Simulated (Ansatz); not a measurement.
Basis-set extrapolation for C₂H₄FNSi (`N=C=C(F)[SiH3]`) (PBE0-D4/def2-TZVP geometry, frozen core, Ansatz 0.2.0). Multiplicity 1, RHF reference.

```csv
,def2-TZVPP,def2-QZVPP
HF,-520.916130,-520.935232
MP2 correlation,-0.872891,-0.939823
CCSD(T) correlation,-0.943299,not run
```

Energies in hartree. Use E(X) = E(∞) + A·exp(−7.88·√X) for Hartree–Fock and E(X) = E(∞) + B·X^(−2.97) for correlation, with X = 3 and 4, and add CCSD(T) minus MP2 of the smaller set to the MP2 limit.

Q: What is the CCSD(T) energy at the basis-set limit?

A: HF limit: -520.935232 + (-0.019102) × 0.13774 = -520.93786. MP2 limit: -0.939823 + (-0.066932) × 0.74074 = -0.98940. Higher-order term: -0.943299 − (-0.872891) = -0.07041. Total: -521.99767 hartree, 363.0 kJ/mol below CCSD(T)/def2-TZVPP.
